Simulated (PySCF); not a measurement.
A survey of ³³S NMR shifts

PySCF 2.14.0 with density-fitted response routines calculation with NMR shieldings at PBE0/pcSseg-1/GIAO and coordinates at the GFN2-xTB level; in vacuum, relativity neglected, equivalent nuclei averaged, one conformer.

Shieldings were converted by a linear fit to measured shifts: ³³S: δ = 158.28 − 0.937σ (rms 33.3 ppm, 20 shifts vs sulfate, solution or neat liquid). A few per cent of atoms miss by over 2 rms, more outside the fitted compound classes.

(1) Give the ³³S shifts of `CCS[SiH2]CCC#C[SiH3]`.

(2) Order these by ³³S shift, lowest first.
A. O=S(=O)(O)[C@@H]1C=CC1
B. [SiH3]C([SiH3])CCS
C. CC[C@H]([SiH3])S[SiH3]
D. C#C[C@@](C)(C[SiH2]C)S[SiH3]

## Answers

(1) 
```tsv
compound	environment	δ (ppm)
CCS[SiH2]CCC#C[SiH3]	sulfur bonded to C, Si	-457
```

(2) C (-472 ppm, sulfur bonded to C, Si), B (-382 ppm, thiol sulfur), D (-304 ppm, sulfur bonded to C, Si), A (-8 ppm, sulfonyl sulfur).
